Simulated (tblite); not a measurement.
C4H4ClFSi.
SMILES: `C#C[Si@@H]1[C@H](Cl)[C@@H]1F`

Calculated harmonic vibrations of the isolated species, GFN2-xTB (tblite), most abundant isotopes, no scaling. This tight-binding method is rough: wavenumbers can miss measured ones by several per cent, in bad cases by 10 to 20. Modes of hydrogen on silicon can be 10 to 20 % off.

Harmonic wavenumbers (cm⁻¹): 53.0, 72.3, 156.2, 172.5, 230.0, 281.0, 330.9, 456.2, 493.8, 565.7, 590.1, 627.0, 669.3, 685.8, 733.9, 778.9, 947.3, 959.9, 1045.1, 1141.2, 1177.2, 1270.0, 2196.2, 2373.7, 2973.5, 3000.7, 3360.7.

A = 2186, B = 1387, C = 1181 MHz; mass 133.975 u (most abundant isotopes); point group C1, symmetry number 1.

Task: What is the zero-point energy?

Result: Half the sum of the wavenumbers: 13671 cm⁻¹ = 39.09 kcal/mol.

Task: What is S at 500 K and 1 bar for an ideal gas of classical rigid rotors and harmonic oscillators?

Result: Translation 43.18, rotation 30.43, vibration 37.61: S = 111.2 cal/(mol K).

Task: And Cp and H(500 K) − H(0)?

Result: Cp = 41.11 cal/(mol K), of which vibrations give 33.16 (their classical limit is 27 R = 53.7); H(500 K) − H(0) = 13.43 kcal/mol without the zero-point energy, 9.46 from vibrations.

Task: Blend soft modes into free rotors: weight 1/[1 + (100 cm⁻¹/ν̃)⁴] for the oscillator and the rest for a rotor with moment μB/(μ + B), μ = h/(8π²ν), B = 10⁻⁴⁴ kg m². What vibrational entropy results?

Result: 34.73 cal/(mol K) in place of 37.61, which changes −T·S at 500 K by +1.44 kcal/mol.

Task: What must be added to the electronic energy to get the Gibbs energy at 500 K and 1 bar?

Result: ZPE + [H(500 K) − H(0)] − T·S = 39.09 + 13.43 − 55.61 = -3.09 kcal/mol.

Hindered rotation and anharmonicity are outside this model. The structure is chiral; the term R ln 2 for an equal mix with its mirror image is left out.
